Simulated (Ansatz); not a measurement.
Cost and result up the ladder for (HCd-mu-F)2 (Cd2H2F2) (6 atoms). Charge 0, multiplicity 1. Geometry: PBE0-D4/def2-SVP.

Cartesian coordinates in Å:
```
Cd 0.228 -1.548 -0.639
H 0.450 -3.068 -1.261
F -1.189 0.038 -0.517
Cd -0.228 1.549 0.639
H -0.454 3.065 1.268
F 1.192 -0.035 0.511
```

Ansatz on 4 threads of Arm Neoverse V1 on a shared host. Times are rough, and most runs start from the orbitals of an earlier one. PBE0-D4/def2-TZVP serves as the yardstick here, not as an exact answer. Differences are given only for rows in sets of like size (and for xTB, whose basis is part of the method), since another set adds its own error. Binding counts from free atoms at the same level (Cd singlet, H doublet, F doublet; other spins of the atoms weren't run), without zero-point energy or a counterpoise term.

In the def2 sets Cd takes a core potential; there is no spin–orbit coupling. LC-ωPBE has ω = 0.4 bohr⁻¹. HSE06 is defined as in plane-wave codes, on full-range PBE exchange. Correlated methods freeze 2 core orbitals; core or outer-core shells of Cd are correlated, in sets that lack core-valence functions.

Correlated methods converge slowly with the basis.

| level | functions | wall time |
| --- | --- | --- |
| LDA (SPW92)/def2-TZVP | 154 | 0.8 s |
| PBE-D4/def2-SVP | 100 | 1 s |
| PBE-D4/def2-TZVP | 154 | 1.4 s |
| HF/def2-TZVP | 154 | 1.4 s |
| BLYP-D4/def2-TZVP | 154 | 1.5 s |
| revPBE-D4/def2-TZVP | 154 | 1.6 s |
| PBE0-D4/def2-SVP | 100 | 1.6 s |
| LC-ωPBE/def2-TZVP | 154 | 1.8 s |
| PBE0-D4/def2-TZVP | 154 | 2 s |
| HSE06-D4/def2-TZVP | 154 | 2.1 s |
| r2SCAN-D4/def2-TZVP (with forces) | 154 | 3.9 s |
| B97M-V/def2-TZVP | 154 | 7 s |
| CCSD(T)/def2-TZVP | 154 | 1.9 min |

Problem. Estimate what each level gives for the binding energy per atom (eV).

Solution. 
```json
{"level": "LDA (SPW92)/def2-TZVP", "binding energy per atom (eV)": "2.52", "difference from PBE0-D4/def2-TZVP (eV)": "0.46"}
{"level": "PBE-D4/def2-SVP", "binding energy per atom (eV)": "2.18", "difference from PBE0-D4/def2-TZVP (eV)": "–"}
{"level": "PBE-D4/def2-TZVP", "binding energy per atom (eV)": "2.11", "difference from PBE0-D4/def2-TZVP (eV)": "0.05"}
{"level": "HF/def2-TZVP", "binding energy per atom (eV)": "1.46", "difference from PBE0-D4/def2-TZVP (eV)": "-0.60"}
{"level": "BLYP-D4/def2-TZVP", "binding energy per atom (eV)": "2.05", "difference from PBE0-D4/def2-TZVP (eV)": "-0.01"}
{"level": "revPBE-D4/def2-TZVP", "binding energy per atom (eV)": "2.02", "difference from PBE0-D4/def2-TZVP (eV)": "-0.04"}
{"level": "PBE0-D4/def2-SVP", "binding energy per atom (eV)": "2.12", "difference from PBE0-D4/def2-TZVP (eV)": "–"}
{"level": "LC-ωPBE/def2-TZVP", "binding energy per atom (eV)": "2.24", "difference from PBE0-D4/def2-TZVP (eV)": "0.18"}
{"level": "PBE0-D4/def2-TZVP", "binding energy per atom (eV)": "2.06", "difference from PBE0-D4/def2-TZVP (eV)": "0.00"}
{"level": "HSE06-D4/def2-TZVP", "binding energy per atom (eV)": "2.06", "difference from PBE0-D4/def2-TZVP (eV)": "0.00"}
{"level": "r2SCAN-D4/def2-TZVP (with forces)", "binding energy per atom (eV)": "2.17", "difference from PBE0-D4/def2-TZVP (eV)": "0.11"}
{"level": "B97M-V/def2-TZVP", "binding energy per atom (eV)": "2.11", "difference from PBE0-D4/def2-TZVP (eV)": "0.05"}
{"level": "CCSD(T)/def2-TZVP", "binding energy per atom (eV)": "2.05", "difference from PBE0-D4/def2-TZVP (eV)": "-0.01"}
```
